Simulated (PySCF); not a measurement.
Atom-mapped SMILES (the numbers label the heavy atoms): `[CH3:1][SiH:2]([CH3:3])[CH3:4]`. Hydrogens are named by the atom that carries them.

Method: B97-2/pcSseg-2 with gauge-including orbitals, PBE0-D3(BJ)/def2-TZVP structure, in PySCF 2.14.0 with density-fitted response routines (one conformer, in vacuum, equivalent nuclei averaged, no relativistic terms).

Chemical shifts δ = σref − σ; ¹³C, ¹H, ²⁹Si vs TMS, all at this level.

```
            atoms  nucleus  count  δ (ppm)
         C1/C3/C4      ¹³C      3        ?
H(C1)/H(C3)/H(C4)       ¹H      9     0.08
           H(Si2)       ¹H      1     4.41
              Si2     ²⁹Si      1        ?
```

**Question.** Complete the table.

**Answer.** 
- C1/C3/C4: -2.0 ppm, methyl carbon bonded to Si; an electropositive neighbour leaves it electron-rich and shielded
- Si2: -15.8 ppm, silicon bonded to 3 C, H

Shifts are as computed. Against solution values, carbons near 30 ppm lie about +3 ppm off and those near 130 ppm about +7 ppm. Of 1211 compounds with measured shifts, 218 miss one by over three times the rms of a fit or turn the order of signals round; such compounds aren't used in these exercises.
